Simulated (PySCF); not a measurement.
# Working with the constants of GeCl⁻

UHF-CCSD(T) constants of GeCl⁻, ³Σ⁻ (triplet), unpaired electrons π ↑↑ (PySCF, no relativity, basis sets Ge def2-TZVPPD, Cl def2-TZVPPD; masses 73.9212 and 34.9689 u):

| Property | Result |
| --- | --- |
| ωe | 278.2 cm⁻¹ |
| ωexe | 1.56 cm⁻¹ |
| Be | 0.1269 cm⁻¹ |
| αe | 0.000900 cm⁻¹ |
| De to Ge + Cl⁻ | 1.74 eV |

Q: What force constant and bond length do these constants imply?

A: Reduced mass μred = 23.739 u; k = 5.8918×10⁻⁷·μred·ωe² (u, cm⁻¹, mdyn/Å) = 1.08 mdyn/Å; Re = √(16.8576/(μred·Be)) (u, cm⁻¹, Å) = 2.366 Å.

Q: Estimate the centrifugal constant D from the Kratzer relation and find the Dunham coefficient a1.

A: D = 4Be³/ωe² = 1.06e-07 cm⁻¹; a1 = −1 − αeωe/(6Be²) = -3.59.

Correlated steps freeze 14 core orbitals. Spin–orbit coupling is left out. For an ion De counts to the pair picked by the measured ionisation energies or electron affinities, which need not be the lowest pair at this level. The state is the lowest determinant that a PBE0 search found; another state may lie lower at other levels.
